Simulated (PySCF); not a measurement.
Isomers of C5H7F3O, one GFN2-xTB conformer each. Single-point energies are computed at PBE0/pcSseg-1 (PySCF, gas phase, no added dispersion term), electronic only.

| SMILES | GFN2-xTB relative energy (kJ/mol) |
| --- | --- |
| C[C@@H]1[C@H](F)[C@@H]1OC(F)F | 44.0 |
| COCCC(F)=C(F)F | 89.3 |
| C[C@@H]1OC[C@H]1C(F)(F)F | 0.0 |

Conformers: `[CH3:1][C@@H:2]1[C@H:3]([F:4])[C@@H:5]1[O:6][CH:7]([F:8])[F:9]` with C3–C5–O6–C7 -154°, C5–O6–C7–F8 -72°; `[CH3:1][O:2][CH2:3][CH2:4][C:5]([F:6])=[C:7]([F:8])[F:9]` with C1–O2–C3–C4 -179°, O2–C3–C4–C5 64°, C3–C4–C5–F6 68°.

Task: What does PBE0/pcSseg-1 give for the same structures?

Result: 
```csv
SMILES,PBE0/pcSseg-1 E (Eh),PBE0/pcSseg-1 (kJ/mol),GFN2-xTB (kJ/mol),point group
C[C@@H]1OC[C@H]1C(F)(F)F,-568.83925,0.0,0.0,C1
C[C@@H]1[C@H](F)[C@@H]1OC(F)F,-568.81097,74.2,44.0,C1
COCCC(F)=C(F)F,-568.79161,125.1,89.3,C1
```

Both levels put the same isomer lowest; measured from each level's own lowest isomer, the values differ by up to 35.8 kJ/mol (COCCC(F)=C(F)F: 89.3 against 125.1). As drawn, the lowest has a four-membered ring, which the highest lacks; the highest has a C=C bond outside aromatic rings, which the lowest lacks.

Task: Which frontier levels, dipoles and rotational constants go with these structures?

Result: 
```json
{"SMILES": "C[C@@H]1OC[C@H]1C(F)(F)F", "HOMO (eV, PBE0/pcSseg-1)": "-7.62", "LUMO (eV)": "1.32", "dipole (D)": "1.74", "A, B, C (MHz)": "2691, 1224, 1040"}
{"SMILES": "C[C@@H]1[C@H](F)[C@@H]1OC(F)F", "HOMO (eV, PBE0/pcSseg-1)": "-8.22", "LUMO (eV)": "0.78", "dipole (D)": "3.80", "A, B, C (MHz)": "2834, 942.7, 923.8"}
{"SMILES": "COCCC(F)=C(F)F", "HOMO (eV, PBE0/pcSseg-1)": "-7.07", "LUMO (eV)": "0.74", "dipole (D)": "2.86", "A, B, C (MHz)": "2338, 942.9, 839.1"}
```
